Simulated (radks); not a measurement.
Initial-state core-level shifts of the gadolinium ion Gd3+ when its valence configuration changes from [Xe] 4f7. Method: scalar-relativistic Kohn-Sham, PBEsol, spin-polarised, spherical densities, finite nucleus; open shells are filled with parallel spins first (spin-orbit coupling, left out, can overturn this in heavy ions); Fermi nuclear charge, rms radius 5.1569 fm; computed with a radial shooting solver on a logarithmic mesh with Libxc functionals. Shifts are changes of the shell-averaged eigenvalues in eV (positive: less bound); the change of the density at the nucleus, which sets a Mossbauer isomer shift, is in e/bohr^3, on a base of 6.573e+05.

valence               2s       2p       4p       4d  density at nucleus
4f6 6p1          -13.266  -13.148  -13.299  -12.927              +41.81
4f6 6s1          -12.126  -12.011  -12.158  -11.787             +102.41
4f5 6p2          -27.744  -27.485  -27.547  -26.728              +89.99
4f3 5d2 6p2      -49.549  -48.965  -48.526  -46.670             +179.65
4f4.5 6s0.5 6p2  -34.867  -34.531  -34.440  -33.374             +151.31
4f5 5d2          -18.243  -17.998  -18.393  -17.570              +73.10
4f5 6s2          -25.662  -25.411  -25.468  -24.655             +222.69
4f4 5d1 6p2      -38.336  -37.923  -37.852  -36.532             +133.05
4f6 5d1           -8.718   -8.605   -8.884   -8.502              +34.39
